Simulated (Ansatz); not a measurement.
Basis-set series for `CC(C)/C=C/C(C)C`. The species carries charge 0 and has multiplicity 1. All single points use the PBE0-D4/def2-TZVP geometry. It is one conformer, not always the lowest.

| functional | basis | functions | energy (Eh) | HOMO (eV) | LUMO (eV) |
| --- | --- | --- | --- | --- | --- |
| PBE0-D4 | def2-SVP | 192 | -313.87730 | -6.90 | 0.84 |
| PBE0-D4 | def2-QZVPP | 936 | -314.23175 | -6.94 | 0.50 |
| ωB97M-V | def2-SVP | 192 | -314.05072 | -9.14 | 2.92 |
| ωB97M-V | def2-QZVPP | 936 | -314.42714 | -9.18 | 1.85 |

**Question.** Give the rows for def2-TZVPP. (Best estimate.)

**Answer.** Ansatz gave: 
```json
{"functional": "PBE0-D4", "basis": "def2-TZVPP", "functions": "472", "energy (Eh)": "-314.21403", "HOMO (eV)": "-6.93", "LUMO (eV)": "0.63"}
{"functional": "ωB97M-V", "basis": "def2-TZVPP", "functions": "472", "energy (Eh)": "-314.40978", "HOMO (eV)": "-9.18", "LUMO (eV)": "2.47"}
```

Positive LUMOs are unbound and depend on the basis.
